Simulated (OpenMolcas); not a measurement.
Exact exchange and the dipole moment of C2H6AlF

The species is C2H6AlF (10 atoms), meant as a singlet with charge 0. As SMILES, `[CH3][Al]([CH3])[F]`. The coordinates come from a PBE0-D4/def2-TZVP relaxation.

The dipole moment y, in D, basis def2-SVP; a is the functional's share of exact exchange. Programs: OpenMolcas 26.06.

| functional | program | a | y (D) |
| --- | --- | --- | --- |
| BLYP | OpenMolcas | 0 | 1.71 |
| r2SCAN | OpenMolcas | 0 | 1.80 |
| B3LYP | OpenMolcas | 0.2 | ? |
| PBE0 | OpenMolcas | 0.25 | 1.87 |
| BHLYP | OpenMolcas | 0.5 | 1.91 |

Question: Fit y = c + s·a to the known rows and predict B3LYP.

Answer: 
1. Means of the 4 rows: a = 0.1875, y = 1.823.
2. Σ(Δa)² = 0.17188, Σ(Δa·Δy) = 0.055625, so the slope is 0.055625/0.17188 = 0.32363.
3. Intercept: 1.823 − (0.32363) × 0.1875 = 1.762. The largest residual of the fit is 0.052.
4. B3LYP: 1.762 + (0.32363) × 0.2 = 1.83 D.

The run gave 1.81 D, so the prediction is off by +0.02 D, within the largest residual. More exact exchange makes the molecule more polar here. The rows mix families of semi-local functionals, which the line can't see.
